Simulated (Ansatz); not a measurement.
Mulliken charges of CH4FGaSe, SMILES `[CH3][Ga]([F])[SeH]` from PBE/def2-TZVPP in Ansatz (PBE0-D4/def2-TZVP geometry).

```csv
atom,x (Å),y (Å),z (Å),charge (e)
C1,-0.097,1.353,-0.527,-0.376
Ga2,0.184,-0.408,0.254,0.524
F3,1.602,-0.652,1.271,-0.349
Se4,-1.100,-2.327,0.067,-0.212
H5,-0.924,1.345,-1.236,0.114
H6,-0.315,2.069,0.268,0.110
H7,0.814,1.675,-1.033,0.113
H8,-0.165,-3.056,0.935,0.076
```

Problem. By hand: the dipole of these point charges (1 e Å = 4.8032 D).

Solution. Σ q r = (-0.254, 0.336, -0.284) e Å, of length 0.508 e Å = 2.44 D.

Problem. How does the dipole of the full density compare? (Best estimate.)

Solution. The calculation gave: (-0.226, 0.261, -0.236) e Å, 2.01 D; the point charges give 1.21 times that, at 3° from its direction.

Point charges leave out the atoms' own dipoles, such as those of lone pairs, and Mulliken's split depends on the basis, so the two needn't agree.
